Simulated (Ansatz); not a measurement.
Reaction (redistribution): `C=[CH][SnH2][Br]` + `C1=C[SiH2]1` → `C=[CH][SnH3]` + `BrC1=C[SiH2]1`

Calculated with Ansatz (gas phase, PBE0-D4/def2-TZVP geometries, no zero-point term in ΔE). CBS: MP2 limit from def2 TZ/QZ plus the TZ coupled-cluster correction, frozen cores. Functionals use def2-TZVPP. Elements past krypton have def2 core potentials. For Br, Sn outer-core shells are correlated without core-valence functions, which leaves a few kJ/mol of doubt a bond. Scalar relativity is left out up to krypton. One conformer a species, not always the lowest.

`C=[CH][SnH2][Br]`:

Z-matrix (Å, degrees):
```
Sn
C 1 2.118
Br 1 2.489 2 105.3
H 1 1.705 2 113.5 3 115.9
H 1 1.705 2 113.5 3 -115.9
C 2 1.326 1 122.5 3 -0.2
H 2 1.088 1 117.7 3 179.8
H 6 1.086 2 122.1 1 0.0
H 6 1.087 2 121.5 1 180.0
```

`C1=C[SiH2]1`:

Cartesian coordinates in Å:
```
C -0.218 -0.167 -0.959
C 0.897 0.244 -0.362
Si -0.428 -0.049 0.832
H -0.525 -0.368 -1.978
H 1.893 0.524 -0.683
H -1.174 1.070 1.455
H -0.444 -1.255 1.694
```

`C=[CH][SnH3]`:

Cartesian coordinates in Å:
```
C 0.063 1.642 -0.225
C 0.699 0.492 -0.037
Sn -0.319 -1.360 0.175
H -1.021 1.704 -0.282
H 0.597 2.583 -0.332
H 1.786 0.498 0.010
H 0.162 -2.452 -1.048
H -1.992 -1.044 0.047
H 0.025 -2.064 1.693
```

`BrC1=C[SiH2]1`:

Z-matrix (Å, degrees):
```
Si
C 1 1.804
C 1 1.821 2 42.9
H 1 1.482 2 121.5 3 -104.0
H 1 1.482 2 121.5 3 104.0
Br 2 1.863 1 155.3 3 180.0
H 3 1.082 1 154.8 2 180.0
```

| level | ΔE (kcal/mol) | difference from CCSD(T)/CBS |
| --- | --- | --- |
| PBE-D4 | 33.6 | -5.1 |
| revPBE-D4 | 33.0 | -5.7 |
| BLYP-D4 | 33.9 | -4.8 |
| r2SCAN-D4 | 36.1 | -2.6 |
| PBE0-D4 | 36.0 | -2.7 |
| r2SCAN0-D4 | 37.6 | -1.1 |
| BHLYP-D4 | 39.0 | 0.3 |
| r2SCAN | 36.1 | -2.6 |
| PBE0 | 36.0 | -2.7 |
| r2SCANh | 36.7 | -2.0 |
| LC-ωPBE | 36.7 | -2.0 |
| HF/def2-TZVPP | 41.7 | 3.0 |
| SCS-MP2/def2-TZVPP | 35.5 | -3.2 |
| HF/def2-QZVPP | 42.0 | 3.3 |
| HF/CBS(def2) | 42.0 | 3.3 |
| CCSD/CBS(def2) | 39.7 | 1.0 |
| CCSD(T)/CBS | 38.7 | 0 |

Largest T1 diagnostic among the species: 0.013.

From BLYP to BHLYP (50 % exact exchange), in def2-TZVPP and without D4, ΔE moves by +4.7 kcal/mol. Leaving LDA and LC-ωPBE aside and taking each functional with its dispersion term where it has one, the values spread over 6.1 kcal/mol, from revPBE-D4 to BHLYP-D4. LDA lies −1.2 kcal/mol from PBE without D4.
